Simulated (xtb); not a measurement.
dimethyl diselenide (C$_{2}$H$_{6}$Se$_{2}$), singlet, geometry from GFN2-xTB. Base run: GFN2-xTB run with xtb.

xtb was given this input:
```
$ xtb mol.xyz --gfn 2 --json

# file mol.xyz
10

C      1.96855851    -1.17613388     0.15905438
Se     0.97949753     0.50754903     0.43355029
Se    -0.95991794     0.03942388    -0.69425543
C     -2.03741298    -0.74737573     0.75775304
H      2.96496543    -1.03041597     0.56454385
H      2.02239553    -1.38660484    -0.90507308
H      1.46684649    -1.98439873     0.68384831
H     -3.03451247    -0.91244136     0.36148533
H     -2.07384495    -0.05067966     1.59012976
H     -1.59842926    -1.69148076     1.06819576
```

The base run was repeated with changes; each row names its change, and settings that it needs were set with it.

```tsv
change	ΔE vs base (mEh)	HOMO-LUMO gap (eV)	dipole (D)	G_solv (kcal/mol)	SCF cycles
base	0.000	3.62	2.73	-	10
alpb = benzene	-7.801	3.62	2.84	-4.95	10
gbsa = chcl3	-7.887	3.61	3.06	-5.48	10
etemp = 10000	…	…	…	-	10
file = coord	0.000	3.62	2.73	-	10
etemp = 1000	0.000	3.62	2.73	-	10
```

Problem. What belongs in the gaps?

Solution. 
- etemp = 10000, ΔE vs base (mEh): -27.826
- etemp = 10000, HOMO-LUMO gap (eV): 3.64
- etemp = 10000, dipole (D): 2.86

ALPB and GBSA are two models with their own fitted parameters for each solvent, which aren't always the measured dielectric constant.
